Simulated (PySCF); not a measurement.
All of these have the formula C4H9FOSi2. Level of theory: TDDFT B3LYP/def2-SVPD, vertical, gas phase, core orbitals frozen in the response in PySCF 2.14.0, density-fitted response routines. Geometries: GFN2-xTB; one conformer of each isolated species. Triplets are in the Tamm–Dancoff approximation.

A. `C[Si@@H]1CC(=O)[C@H](F)[SiH2]1`
B. `O=C[SiH2]C/C([SiH3])=C\F`
C. `C[Si@@H]1C[C@](F)(C=O)[SiH2]1`

Lowest singlet levels (six at most, fewer where fewer were computed) with oscillator strengths:

1. 383 nm (f 0.000); 305 nm (f 0.002); 215 nm (f 0.025); 209 nm (f 0.005); 206 nm (f 0.001); 202 nm (f 0.027); T1 2.60 eV
2. 298 nm (f 0.006); 226 nm (f 0.064); 220 nm (f 0.010); 219 nm (f 0.029); 217 nm (f 0.021); 194 nm (f 0.031); T1 3.62 eV
3. 306 nm (f 0.002); 225 nm (f 0.002); 220 nm (f 0.026); 206 nm (f 0.002); 194 nm (f 0.012); 194 nm (f 0.001); T1 3.56 eV

**Question.** Match each spectrum to its molecule.

**Answer.** 1 = B, 2 = C, 3 = A.
- A: S1 at 4.06 eV, HOMO→LUMO (95%); Löwdin shares by element: HOMO oxygen 53%, carbon 32% or more (atoms not listed hold the other 15%); LUMO oxygen 25%, carbon 25% or more, silicon 21% (atoms not listed hold the other 28%); HOMO -7.04 and LUMO -1.43 eV.
- B: S1 at 3.23 eV, HOMO→LUMO (53%), HOMO-1→LUMO (46%); Löwdin shares by element: HOMO carbon 43% or more, oxygen 15%, fluorine 9% (atoms not listed hold the other 33%); LUMO carbon 42% or more, oxygen 35%, silicon 11% or more, hydrogen 6% or more; HOMO -6.81 and LUMO -2.10 eV.
- C: S1 at 4.16 eV, HOMO→LUMO (84%); Löwdin shares by element: HOMO oxygen 35%, carbon 28% or more, silicon 10% or more (atoms not listed hold the other 28%); LUMO carbon 43% or more, oxygen 26%, silicon 11% or more (atoms not listed hold the other 20%); HOMO -7.14 and LUMO -1.50 eV.
A and C have S1 within 0.11 eV of each other; their strongest listed levels stand at 5.64 eV (f 0.026) and 5.50 eV (f 0.064).
